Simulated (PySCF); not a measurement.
C3H5F2OS2Si (doublet state).
Z-matrix (Å and degrees, GFN2-xTB geometry), rows numbered from 1:
```
F 
C   1  1.3578
F   2  1.3561  1  104.57
O   2  1.3327  1  113.01  3  -122.97
C   4  1.4579  2  116.12  1    59.73
C   5  1.4535  4  113.20  2   -85.35
S   6  1.7033  5  119.80  4   -63.27
Si  7  2.1866  6   95.35  5   -19.99
S   5  1.8505  4  101.62  2   154.93
H   2  1.1009  1  108.48  3   115.70
H   5  1.0920  4  109.69  2    41.47
H   6  1.0714  5  122.27  4   114.05
H   8  1.4523  7  107.90  6   107.00
H   8  1.4470  7  107.24  6  -125.17
```

The hyperfine couplings belong to this conformer and change with its torsions.

The species is `FC(F)O[C@@H]1[CH]S[SiH2]S1` [radical].

The calculation used UKS B3LYP, pcH-1 on C F H O S Si, non-relativistic, mean-field spin-orbit, GIAO (PySCF). The structure is a single GFN2-xTB conformer in the gas phase; no vibrational or solvent corrections. The geometry wasn't refined by DFT: couplings that depend on bond lengths, twists or pyramidal angles can differ widely from those at the functional's own minimum. The SCF solution wasn't tested for stability.

**Question.** What is the g tensor, term by term?

**Answer.** 
| Δg (ppm) | 1 | 2 | 3 |
| --- | --- | --- | --- |
| relativistic mass correction | -187 | -187 | -187 |
| gauge correction | 7 | 28 | 37 |
| orbital Zeeman/spin–orbit | -557 | 4901 | 5149 |
| total | -735 | 4743 | 4999 |

So g = 2.00158, 2.00706, 2.00732 and g_iso = 2.00532; the tensor is close to axial: the two nearest values differ by 4 % of g3 − g1. Axes: g3 points within 9° of the S7–Si8 bond.

**Question.** What effective moment and Curie constant follow for a powder?

**Answer.** With the mean of g² = 4.0213 and S(S+1) = 0.75: μ_eff = √(⟨g²⟩S(S+1)) = 1.737 μB and χT = 0.12505·⟨g²⟩·S(S+1) = 0.377 cm³ K/mol (cgs; spin-Hamiltonian part alone).

**Question.** What are the electron Larmor frequencies g μB B/h along the three axes at 350 mT?

**Answer.** 9.8051, 9.8320, 9.8332 GHz for g1, g2 and g3, a range of 28.1 MHz.

**Question.** In a frozen sample, at which fields do the three g values resonate at 9.5, 34, 94 and 263 GHz (hyperfine left aside), and which band first spreads them over more than twice a line width of 0.5 mT?

**Answer.** 
```
band    GHz  B(g3) mT  B(g2) mT  B(g1) mT  spread mT
   X    9.5    338.14    338.18    339.11       0.97
   Q   34.0   1210.18   1210.34   1213.65       3.47
   W   94.0   3345.80   3346.23   3355.39       9.59
   J  263.0   9361.12   9362.32   9387.94      26.82
```

The spread grows in proportion to the frequency. Q band is the first where it exceeds 1.0 mT.

The Mulliken spin populations are largest on C6 (+0.76) and S7 (+0.18). The angles at C6 add up to 359.9°, so it is planar; its axial dipolar tensor and the negative coupling of its proton fit spin in a p orbital normal to that plane.

The HOMO–LUMO gaps are 4.84 eV among the α and 4.63 eV among the β orbitals.

Time: 2.6 min of wall time (with the writing of density and orbital grids); peak memory 1.1 GiB. Hardware: an Arm Neoverse V1 with one thread (shared host).
